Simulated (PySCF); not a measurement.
Ga(Me)(SH)2, SMILES [SH][Ga]([SH])[CH3] (CH₅GaS₂) at its B3LYP/def2-SVP optimised geometry (Å):

```
9

Ga    -0.0034     0.0071     0.0000
C      1.9682     0.0071     0.0000
H      2.3422    -0.5371    -0.8813
H      2.3404    -0.5055     0.9009
H      2.3656     1.0322    -0.0174
S     -1.1097    -1.9322     0.0022
H     -2.3494    -1.3907     0.0059
S     -1.1317     1.9322     0.0000
H     -2.3656     1.3775     0.0003
```

Level of theory: B3LYP/def2-TZVP in PySCF 2.14.0. Cells within 0.4 Å of a nucleus heavier than hydrogen are left out (blank, or x).

Map of the electron localisation function on the plane z = 0.0 Å:

```
|00000000000000000000000000000|
|00000000011110000000000000000|
|00000001234432000000000000000|
|00000002467764200000000000000|
|00000013678886410000000000000|
|00000014689987520000000000000|
|00000124675688620000011000000|
|0001356661xx27520000378730000|
|0004899980xx06520002899983000|
|0027999992xx27520005999996100|
|00289999973588521127999996100|
|00179999856873112347999985100|
|00026887434511221577999862000|
|00000011012216x61585x37631000|
|0000000000213xxx249xxx5421000|
|00000011012216x61584x36521000|
|00016887434511221575566421000|
|00179999856774212343454310000|
|00289999973488521111222100000|
|0017999992xx17620000000000000|
|0004899980xx06520000000000000|
|0001356671xx17630000000000000|
|00000124676688630000000000000|
|00000013689998520000000000000|
|00000013578887410000000000000|
|00000002467765200000000000000|
|00000000234432100000000000000|
|00000000011110000000000000000|
|00000000000000000000000000000|
```
Scale: ten equal steps from 0.000 (start of '0') to 0.999 (end of '9'), in the order '0123456789'; x runs from -4.50 to 4.50, y from -4.50 (bottom) to 4.50 (top).
